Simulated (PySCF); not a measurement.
Species: C6H11NSi.
Numbering: `[N:1]#[C:2][C@H:3]1[CH2:4][CH2:5][CH2:6][CH2:7][SiH2:8]1` (hydrogens: H9 on C3; H10, H11 on C4; H12, H13 on C5; H14, H15 on C6; H16, H17 on C7; H18, H19 on Si8)

Computed by this run: PySCF 2.14.0, PBE0-D3(BJ)/def2-SVP geometry optimisation, gas phase; density fitting, grid level 1; the optimiser is geomeTRIC in internal coordinates, started from a GFN2-xTB structure with every atom displaced at random (about 0.01 Å).

Step 0: E = -15748.4658 eV
```
atom  x, y, z in Å  |  force x, y, z in eV/Å
N1      2.1563    0.1265    2.3729   -0.042   0.028   0.008
C2      1.8573    0.2138    1.2562    0.190   0.081   0.593
C3      1.4675    0.3014   -0.1279    0.771   0.304   0.077
C4      0.9413   -1.0336   -0.5996   -2.206  -0.142   0.432
C5     -0.3828   -1.4192    0.1234    0.410   0.844  -0.042
C6     -1.5710   -0.5166   -0.2291    0.493  -0.200   0.782
C7     -1.4011    0.9038    0.3012   -0.159   0.380  -0.354
Si8     0.2015    1.7062   -0.3475   -0.864  -1.047   0.480
H9      2.3905    0.5383   -0.6718    0.154   0.195  -0.235
H10     0.7115   -0.9754   -1.6602    0.133  -0.048  -0.616
H11     1.6395   -1.8293   -0.4293    0.887  -0.592   0.024
H12    -0.2012   -1.3656    1.2192   -0.113  -0.202  -0.233
H13    -0.6574   -2.4366   -0.1262    0.052  -0.659  -0.075
H14    -1.7015   -0.4981   -1.3065   -0.110  -0.034  -0.665
H15    -2.4805   -0.9736    0.1914   -0.098   0.070  -0.016
H16    -1.3938    0.8916    1.4002    0.143   0.044   0.155
H17    -2.2827    1.5049    0.0166    0.095   0.120   0.026
H18     0.1001    1.9860   -1.7766   -0.024   0.189  -0.669
H19     0.5757    2.8825    0.4144    0.289   0.668   0.328
```

Q: Estimate the geometry and energy of step 1. (The exact step hangs on the optimiser's Hessian estimate; all steps are aligned on step 0, rigid shifts and turns removed.)

A: E = -15748.6292 eV, largest force 0.267 eV/Å
```
atom  x, y, z in Å  |  force x, y, z in eV/Å
N1      2.1391    0.2099    2.4261    0.061  -0.011   0.260
C2      1.8831    0.2499    1.2981   -0.076   0.007  -0.193
C3      1.5011    0.3022   -0.0998   -0.136  -0.052  -0.027
C4      0.9101   -1.0413   -0.5848    0.134  -0.201   0.057
C5     -0.3993   -1.4391    0.0947   -0.018  -0.132   0.041
C6     -1.5787   -0.5171   -0.2080   -0.067  -0.019  -0.170
C7     -1.4063    0.9140    0.3137    0.080  -0.021   0.054
Si8     0.1844    1.6760   -0.3427   -0.001   0.127   0.022
H9      2.4007    0.5508   -0.6834    0.038   0.034  -0.058
H10     0.7456   -0.9697   -1.6732    0.032   0.010  -0.026
H11     1.6642   -1.8385   -0.4310   -0.139   0.127  -0.052
H12    -0.2438   -1.4928    1.1877    0.021   0.016  -0.011
H13    -0.6586   -2.4675   -0.2188    0.048   0.139   0.010
H14    -1.7410   -0.4970   -1.3052    0.011   0.012   0.117
H15    -2.4963   -0.9549    0.2189    0.005  -0.005   0.005
H16    -1.3516    0.9059    1.4174    0.029   0.015  -0.019
H17    -2.2765    1.5371    0.0536    0.001   0.025  -0.023
H18     0.0870    1.9598   -1.8112    0.012  -0.057   0.025
H19     0.6063    2.9198    0.3685   -0.036  -0.014  -0.012
```

The energy changes by -0.1635 eV. The first-order estimate −F·Δx gives -0.3493 eV and the mean of the old and new forces, exact on a quadratic surface, -0.1649 eV. The step makes an angle of 69° with the force vector and moves no atom by more than 0.138 Å.

What follows is the cost of the whole optimisation. Hardware: one thread, Intel Xeon 6975P-C (x86_64), shared host. Cost: 65 s, 0.76 GiB resident at most.
